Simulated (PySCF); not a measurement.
C₈H₅N₅, SMILES N1=C2C=CN=C3N2C(C=C1)=NC=N3.

Coordinates come from a B3LYP-D3(BJ)/def2-SVP optimisation.

All values below come from TDA-PBE/def2-SVP (PySCF).

Vertical excitations. Isolated molecule, no solvent. State labels are in the subgroup Cs.

Computed excitation energies, oscillator strengths and character:
| state | symmetry | energy (eV) | λ (nm) | f | main pairs |
|---|---|---|---|---|---|
| S1 | A' | 2.18 | 570 | 0.001 | HOMO→LUMO 99 % |
| S2 | A" | 2.79 | 445 | 0.000 | HOMO−1→LUMO 100 % |
| S3 | A" | 3.15 | 393 | 0.000 | HOMO−2→LUMO 100 % |
| S4 | A" | 3.37 | 368 | 0.000 | HOMO−3→LUMO 100 % |
| S5 | A" | 3.89 | 319 | 0.000 | HOMO−1→LUMO+1 80 %, HOMO−1→LUMO+2 18 % |
| S6 | A' | 3.90 | 318 | 0.070 | HOMO→LUMO+1 68 %, HOMO−5→LUMO 24 % |
| T1 | A' | 1.94 | 640 | 0 | HOMO→LUMO 100 % |
| T2 | A" | 2.69 | 461 | 0 | HOMO−1→LUMO 100 % |
Triplets are in the Tamm–Dancoff approximation.
